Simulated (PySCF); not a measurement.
Species: C4H6BCl.
Cartesian coordinates in Å at the PBE0-D3(BJ)/def2-SVP level; atoms count from 1:
```xyz
12
C4H6BCl angstrom
Cl     3.3775   -0.5427    1.4904
B      2.0903    0.4561    0.8209
C      0.7970   -0.1795    0.3507
C     -0.5229    0.4975    0.0693
C     -0.3974   -0.3411    1.2801
C      0.2246   -1.5360    0.6665
H      2.2727    1.6486    0.7925
H     -1.1185    0.1095   -0.7690
H     -0.5688    1.5837    0.1982
H     -0.4524   -0.0528    2.3298
H     -0.3265   -2.0510   -0.1331
H      0.8256   -2.1893    1.3069
```

Jobs on this species (12 atoms, 52 electrons) with PySCF (density fitting). Hardware of each: an Intel Xeon 6975P-C with one thread, no GPU, shared host. The host was shared with other jobs, so the times are rough. Peak memory is the resident size of the whole Python process, interpreter and libraries included.

```csv
level and settings,work,basis functions,SCF cycles,wall time,peak memory
"delta-SCF UKS SCAN, def2-TZVP on the ionised atom, pcseg-1 elsewhere, spin-free X2C","ΔSCF core ionisation, 6 holes",137,?,?,?
"PBE0-D3(BJ)/def2-SVP, grid level 1",geometry optimisation from a GFN2-xTB start shaken at random,118,50,28 s,0.52 GiB
"delta-SCF UKS PBE0, pcX-2 on the ionised atom, pcseg-1 elsewhere, spin-free X2C","ΔSCF core ionisation, 6 holes",160,86,33 s,0.59 GiB
"delta-SCF UKS SCAN, pcX-1 on the ionised atom, pcseg-1 elsewhere, spin-free X2C","ΔSCF core ionisation, 6 holes",140,99,24 s,0.59 GiB
"delta-SCF UKS SCAN, pcX-2 on the ionised atom, pcseg-1 elsewhere, spin-free X2C","ΔSCF core ionisation, 6 holes",160,99,27 s,0.52 GiB
"delta-SCF UKS SCAN, pcX-2 on the ionised atom, pcseg-1 elsewhere, non-relativistic","ΔSCF core ionisation, 6 holes",160,101,26 s,0.59 GiB
"delta-SCF UKS PBE, pcX-2 on the ionised atom, pcseg-1 elsewhere, spin-free X2C","ΔSCF core ionisation, 6 holes",160,95,18 s,0.59 GiB
```

Q: Fill in the missing figures.

A: 
- delta-SCF UKS SCAN, def2-TZVP on the ionised atom, pcseg-1 elsewhere, spin-free X2C; ΔSCF core ionisation, 6 holes: 27 s, 0.59 GiB, 99 SCF cycles

Q: What do all jobs in the table cost together?

A: About 3.0 min; the longest takes about 18 % of that, and about 1.8 times as long as the shortest.
